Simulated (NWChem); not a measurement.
BO cation

```xyz
2

B      0.0000     0.0000    -0.7253
O      0.0000     0.0000     0.4611
```
Atoms are numbered in this order, from 1.

Results from NWChem. Geometry optimised at PBE0/def2-SVP; all other runs use it.  Vzz has the sign of the potential's second derivative.

```json
[
 {"quantity": "Vzz O2 (a.u.)", "level": "PBE0/def2-SVP", "value": "-0.060"},
 {"quantity": "first state with f > 0.002 (eV), B K edge, unshifted", "level": "B3LYP/cc-pVTZ, TDA", "value": "?"},
 {"quantity": "isotropic polarisability (bohr³), static", "level": "CAM-B3LYP/aug-cc-pVDZ", "value": "?"},
 {"quantity": "vertical, lowest triplet (eV)", "level": "BHandHLYP/def2-SVP, TDA", "value": "0.98"},
 {"quantity": "highest harmonic frequency (cm⁻¹)", "level": "PBE0/def2-SVP", "value": "2012"}
]
```

### Question
Fill in the missing entries.

### Answer

- first state with f > 0.002 (eV), B K edge, unshifted, value: 179.8
- isotropic polarisability (bohr³), static, value: 14.4
